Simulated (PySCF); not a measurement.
Dipole response of Bi²⁺ (bismuth, charge +2)

[Xe] 4f14 5d10 6s2 6p1, 2P determinant. All numbers are calculated (PySCF 2.14, a scalar-relativistic core potential, in aug-cc-pV5Z-PP with ECP60MDF (8s8p6d4f3g2h, 139 functions)). Coupled (time-dependent) response in atomic units; α is the mean over directions.

```csv
method,mean α (bohr³),"α xx, yy, zz",C₆ (like pair),S(−4)
PBE0,16.13,"15.13, 18.11, 15.13",118.5,66.26
```

S(−4) is the Cauchy moment in α(ω) = α(0) + S(−4) ω² + …

Spin-orbit coupling is absent.

α(iu) at PBE0:

```tsv
u (hartree)	α(iu) (bohr³)
0	16.13
0.0500	15.96
0.100	15.50
0.200	13.94
0.300	12.08
0.500	8.861
0.750	6.292
1.00	4.771
1.50	3.124
2.00	2.250
3.00	1.338
5.00	0.6203
```

For an ion, C₆ is the dispersion term alone; charge-induced terms of lower order in 1/R come first.

The components differ because the open shell of this determinant is not spherical; for a pure term their mean is the scalar polarisability.

Energies and moments cover only the electrons outside the core potential. Spin-orbit coupling, absent here, splits the open shell strongly.
